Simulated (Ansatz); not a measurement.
Molecular dynamics of Cl$_{2}$GaH$_{5}$Si

Input:

```yaml
crystal:
  periodic: [false, false, false]
  atoms:
    - { symbol: Ga, position_ang: [-1.177992, 0.494867, -0.174929] }
    - { symbol: H, position_ang: [-1.752672, -0.918361, 0.640748] }
    - { symbol: Cl, position_ang: [-1.737946, 0.413862, -2.250038] }
    - { symbol: Cl, position_ang: [-1.376127, 2.221862, 1.093435] }
    - { symbol: H, position_ang: [-0.562693, -0.881175, 0.515115] }
    - { symbol: Si, position_ang: [1.279153, -0.307458, 0.058458] }
    - { symbol: H, position_ang: [1.816411, -0.273847, 1.462719] }
    - { symbol: H, position_ang: [1.656332, -1.595065, -0.622981] }
    - { symbol: H, position_ang: [1.855533, 0.845413, -0.722526] }
basis:
  gaussian: { orbitals: def2-SVP }
hamiltonian:
  xc: pbe
  dispersion: d4
md:
  timestep: 0.5
  n_steps: 200
  ensemble: nve
  temperature: 300.0
  initial_velocities: maxwell_boltzmann
  seed: 10817
```

Launched with:

```bash
$ ansatz run input.yaml --threads 2 --pin off --max-ram 3072MiB --backend cpu --events-out ev --progress --plain --runs-dir out
```

It starts at the highest image of a converged band, a first-order saddle point between two minima.

Output, in part (step lines, the closing report, with atoms numbered from 0):

```
md step     0: t =     0.00 fs  T =   300.0 K  F+E_penalty+E_count = -85343.60593832 eV  E_kin = 0.271446 eV  conserved = -85343.33449232 eV  (26 SCF iters)
[... lines left out ...]
Total energy: -85344.91550194 eV, -3136.3677958349 hartree
Atom 0 at    -0.788967     0.760568    -0.351125 Å, force     1.834970    -1.507818    -0.644862 eV/Å
Atom 1 at    -6.218167    -5.689893     3.248880 Å, force    -1.294312    -0.218809     0.909314 eV/Å
Atom 2 at    -2.052922     0.412168    -2.047559 Å, force    -0.136032    -0.131913    -0.367192 eV/Å
Atom 3 at    -1.644667     2.086436     0.978039 Å, force    -0.744839     1.256074     1.277298 eV/Å
Atom 4 at    -6.886441    -5.802910     3.718538 Å, force     1.294313     0.218837    -0.909347 eV/Å
Atom 5 at     1.425842    -0.411349     0.155162 Å, force    -0.621365     0.298874    -0.615736 eV/Å
Atom 6 at     1.212592    -1.174332     1.423876 Å, force    -0.016212    -0.139237     0.069566 eV/Å
Atom 7 at     1.814711    -1.299693    -1.003377 Å, force    -0.227993    -0.094911     0.144991 eV/Å
Atom 8 at     2.615868     0.482311     0.315597 Å, force    -0.088528     0.318902     0.135968 eV/Å
Dipole moment:     0.369809    -0.145768     0.117176 e Å
```

The steps, from the saved trajectory:

```json
{"time (fs)": "0.0", "T (K)": "300", "potential energy less start (eV)": "0.000", "conserved less start (meV/atom)": "0.00"}
{"time (fs)": "3.0", "T (K)": "209", "potential energy less start (eV)": "0.082", "conserved less start (meV/atom)": "0.06"}
{"time (fs)": "6.0", "T (K)": "175", "potential energy less start (eV)": "0.113", "conserved less start (meV/atom)": "0.04"}
{"time (fs)": "9.0", "T (K)": "181", "potential energy less start (eV)": "0.109", "conserved less start (meV/atom)": "0.06"}
{"time (fs)": "12.0", "T (K)": "279", "potential energy less start (eV)": "0.020", "conserved less start (meV/atom)": "0.10"}
{"time (fs)": "15.0", "T (K)": "605", "potential energy less start (eV)": "-0.277", "conserved less start (meV/atom)": "-0.08"}
{"time (fs)": "18.0", "T (K)": "881", "potential energy less start (eV)": "-0.526", "conserved less start (meV/atom)": "-0.06"}
{"time (fs)": "21.0", "T (K)": "1095", "potential energy less start (eV)": "-0.718", "conserved less start (meV/atom)": "0.06"}
{"time (fs)": "24.0", "T (K)": "1327", "potential energy less start (eV)": "-0.931", "conserved less start (meV/atom)": "-0.19"}
{"time (fs)": "27.0", "T (K)": "1362", "potential energy less start (eV)": "-0.962", "conserved less start (meV/atom)": "-0.12"}
{"time (fs)": "30.0", "T (K)": "1400", "potential energy less start (eV)": "-0.994", "conserved less start (meV/atom)": "0.10"}
{"time (fs)": "33.0", "T (K)": "1524", "potential energy less start (eV)": "-1.108", "conserved less start (meV/atom)": "-0.10"}
{"time (fs)": "36.0", "T (K)": "1591", "potential energy less start (eV)": "-1.170", "conserved less start (meV/atom)": "-0.16"}
{"time (fs)": "39.0", "T (K)": "1562", "potential energy less start (eV)": "-1.141", "conserved less start (meV/atom)": "0.03"}
{"time (fs)": "42.0", "T (K)": "1480", "potential energy less start (eV)": "-1.066", "conserved less start (meV/atom)": "0.23"}
{"time (fs)": "45.0", "T (K)": "1519", "potential energy less start (eV)": "-1.102", "conserved less start (meV/atom)": "0.04"}
{"time (fs)": "48.0", "T (K)": "1582", "potential energy less start (eV)": "-1.162", "conserved less start (meV/atom)": "-0.18"}
{"time (fs)": "51.0", "T (K)": "1564", "potential energy less start (eV)": "-1.144", "conserved less start (meV/atom)": "-0.09"}
{"time (fs)": "54.0", "T (K)": "1534", "potential energy less start (eV)": "-1.116", "conserved less start (meV/atom)": "0.10"}
{"time (fs)": "57.0", "T (K)": "1511", "potential energy less start (eV)": "-1.096", "conserved less start (meV/atom)": "-0.02"}
{"time (fs)": "60.0", "T (K)": "1523", "potential energy less start (eV)": "-1.107", "conserved less start (meV/atom)": "-0.13"}
{"time (fs)": "63.0", "T (K)": "1489", "potential energy less start (eV)": "-1.076", "conserved less start (meV/atom)": "-0.02"}
{"time (fs)": "66.0", "T (K)": "1439", "potential energy less start (eV)": "-1.028", "conserved less start (meV/atom)": "0.21"}
{"time (fs)": "69.0", "T (K)": "1539", "potential energy less start (eV)": "-1.120", "conserved less start (meV/atom)": "0.07"}
{"time (fs)": "72.0", "T (K)": "1649", "potential energy less start (eV)": "-1.222", "conserved less start (meV/atom)": "-0.19"}
{"time (fs)": "75.0", "T (K)": "1708", "potential energy less start (eV)": "-1.276", "conserved less start (meV/atom)": "-0.19"}
{"time (fs)": "78.0", "T (K)": "1700", "potential energy less start (eV)": "-1.266", "conserved less start (meV/atom)": "0.09"}
{"time (fs)": "81.0", "T (K)": "1708", "potential energy less start (eV)": "-1.273", "conserved less start (meV/atom)": "0.16"}
{"time (fs)": "84.0", "T (K)": "1826", "potential energy less start (eV)": "-1.381", "conserved less start (meV/atom)": "-0.06"}
{"time (fs)": "87.0", "T (K)": "1861", "potential energy less start (eV)": "-1.413", "conserved less start (meV/atom)": "-0.11"}
{"time (fs)": "90.0", "T (K)": "1832", "potential energy less start (eV)": "-1.386", "conserved less start (meV/atom)": "0.03"}
{"time (fs)": "93.0", "T (K)": "1817", "potential energy less start (eV)": "-1.372", "conserved less start (meV/atom)": "0.11"}
{"time (fs)": "96.0", "T (K)": "1825", "potential energy less start (eV)": "-1.381", "conserved less start (meV/atom)": "-0.13"}
{"time (fs)": "99.0", "T (K)": "1812", "potential energy less start (eV)": "-1.370", "conserved less start (meV/atom)": "-0.20"}
```

The run went to its last step. The conserved energy stayed within 0.24 meV per atom of its start (net change 0.0037 meV per atom), so the integration is sound. The kinetic energy rose, since the run started high on the potential surface and went downhill. It ends in pieces (Cl2GaH3Si + H2), so much of that is their flight and rotation, not heat. A run of 0.1 ps of so small a system gives no equilibrium averages. The orbitals stay closed-shell, which can raise the energy where a bond breaks towards radicals; this wasn't checked here.

Between its relaxed ends the band would form Ga1–Si6, H2–H5 and break Ga1–H2, H5–Si6. These pairs go: Ga1–Si6 2.60 → 2.56 Å, H2–H5 1.20 → 0.82 Å, Ga1–H2 1.73 → 9.17 Å, H5–Si6 1.98 → 10.53 Å. In the last frame they stand as after the step (other bonds may differ from the relaxed reactants and products). Also parted: Ga1–H5 1.66 → 9.84 Å. It ends as Cl2GaH3Si + H2. Pairs count as bonded within 1.25 times the sum of covalent radii (0.12 Å more for H–H).

Last frame:

```xyz
9
Properties=species:S:1:pos:R:3
Ga -0.789 0.761 -0.351
H -6.218 -5.690 3.249
Cl -2.053 0.412 -2.048
Cl -1.645 2.086 0.978
H -6.886 -5.803 3.719
Si 1.426 -0.411 0.155
H 1.213 -1.174 1.424
H 1.815 -1.300 -1.003
H 2.616 0.482 0.316
```

The run took 3.3 min on 2 threads of Intel(R) Xeon(R) 6975P-C (Granite Rapids), on a shared host, peak memory 0.17 GiB.
